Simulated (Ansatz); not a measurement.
Reaction (ligand exchange at the Si–C bond): `N=C(O)[SiH2][SiH3]` + `O[SiH2]O` → `O[SiH2]O[SiH2][SiH3]` + `N=CO`

Computed with Ansatz on PBE0-D4/def2-TZVP structures; ΔE is electronic, products minus reactants. CBS: MP2 limit from def2 TZ/QZ plus the TZ coupled-cluster correction, frozen cores. This one scheme is used for every species. One conformer a species, not always the lowest.

| level | ΔE (kcal/mol) |
| --- | --- |
| CCSD/def2-TZVPP | -26.3 |
| CCSD(T)/def2-TZVPP | -25.2 |

Problem. What does CCSD(T)/CBS give? (Best estimate.)

Solution. The calculation gave: -25.1 kcal/mol. The listed levels differ from it by -1.2, -0.1 kcal/mol.

Largest T1 diagnostic among the species: 0.015.

In def2-TZVPP, CCSD(T) changes the Hartree–Fock value by +5.8 kcal/mol (the triples alone add +1.0 kcal/mol) and MP2 by +5.6 kcal/mol. From PBE to PBE0 (25 % exact exchange), in def2-TZVPP and without D4, ΔE moves by −2.0 kcal/mol.
